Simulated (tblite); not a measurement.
Give a GFN2-xTB geometry of `F[Si@@H]1CC[Si@H](c2ccco2)O1`.

```
atom  x, y, z in Å
F1    -2.4248    0.9912    2.1240
Si2   -2.4630    1.0552    0.5181
C3    -2.3977   -0.6855   -0.2368
C4    -1.3816   -0.6518   -1.3929
Si5   -0.1166    0.7378   -1.0190
C6     1.4259    0.1776   -0.1289
C7     1.7822    0.1252    1.1938
C8     3.0915   -0.4007    1.2425
C9     3.4433   -0.6330   -0.0525
O10    2.4512   -0.2893   -0.8845
O11   -1.0238    1.6241    0.0311
H12   -3.4981    1.9942    0.1501
H13   -2.0465   -1.3782    0.5318
H14   -3.3578   -1.0683   -0.5808
H15   -0.9370   -1.6351   -1.5445
H16   -1.9057   -0.4067   -2.3184
H17    0.1513    1.6256   -2.1460
H18    1.1746    0.4340    2.0196
H19    3.6872   -0.5808    2.1141
H20    4.3399   -1.0248   -0.4918
```

Orientation and origin are arbitrary. Atoms count from 1 in this order. The 5-membered ring Si2–C3–C4–Si5–O11 has internal angles of 98.7° to 119.4° (sum 533°, against 540° for a flat polygon); it is puckered, 0.13 Å rms from its mean plane, widest ring torsion 27°. Si2 (fluorine-bound silicon) is distorted tetrahedral (angles from 99.9° to 121.3°). Si5 (oxygen-bound silicon) is distorted tetrahedral (angles from 98.7° to 114.9°). The 5-membered ring C6–C7–C8–C9–O10 has internal angles of 105.7° to 110.8°; it is planar, 0.00 Å rms from its mean plane, widest ring torsion 0°.

Bonds between heavy atoms (Å): F1–Si2 1.608, Si2–C3 1.898, C3–C4 1.540, C4–Si5 1.916, Si5–C6 1.867, C6–C7 1.371, C7–C8 1.412, C8–C9 1.362, C9–O10 1.340, Si5–O11 1.647, Si2–O11 1.622, C6–O10 1.357.

Structure optimised with GFN2-xTB, isolated species.

Point group: C1 (no symmetry element, even within 0.4 Å). Its GFN2-xTB frequencies are all real (lowest 28 cm⁻¹). The numbers are those of one conformer (C4–Si5–C6–C7 -94°, F1–Si2–C3–C4 -135°, Si2–C3–C4–Si5 27°, C3–C4–Si5–C6 93°, C4–Si5–O11–Si2 6°). 3 starts were optimised and ended at 0.00, 0.11 and 1.24 kcal/mol (GFN2-xTB); the lowest of these is shown.

These are computed values.
